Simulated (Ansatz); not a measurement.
Species: C$_{2}$H$_{2}$BrF, charge 0, singlet. C2H2BrF (1-bromo-1-fluoroethene, SMILES C=C(F)Br).
B3LYP-D3(BJ)/def2-TZVP minimum from Ansatz (an electronic-structure program):
```
C
C 1 1.3180
F 1 1.3335 2 122.71
H 2 1.0772 1 120.80 3 180.00
H 2 1.0811 4 119.71 1 -180.00
Br 1 1.8906 2 125.44 4 0.00
```

Hartree-Fock and CCSD correlation energies in hartree (Ansatz). Radicals and triplets start from unrestricted determinants; spin-orbit coupling is neglected. Cores are frozen in correlated methods (noble-gas shells, and filled d and f shells in the p block). No relativity. Spin-orbit terms, left out, reach several kcal/mol for Br and I, and more for heavier atoms.

| basis | X | E(HF) | E(corr, CCSD) |
|---|---|---|---|
| cc-pVTZ | 3 | -2748.82709 | -0.75548 |
| cc-pVQZ | 4 | -2748.84337 | -0.81092 |
| cc-pV5Z | 5 | -2748.84713 | withheld |

**Question.** Fit E(corr) = E∞ + A/X³ to X = 3 and 4, predict X = 5, and compare with the run.

**Answer.** A = (-0.75548 - (-0.81092))/(1/27 - 1/64) = 2.5892; E∞ = -0.81092 - A/64 = -0.85138; at X = 5, E∞ + A/125 = -0.83066. The run gave -0.83036, 0.30 mEh above the prediction. The same form on X = 4 and 5 gives E∞ = -0.85076, 0.62 mEh above the first estimate.
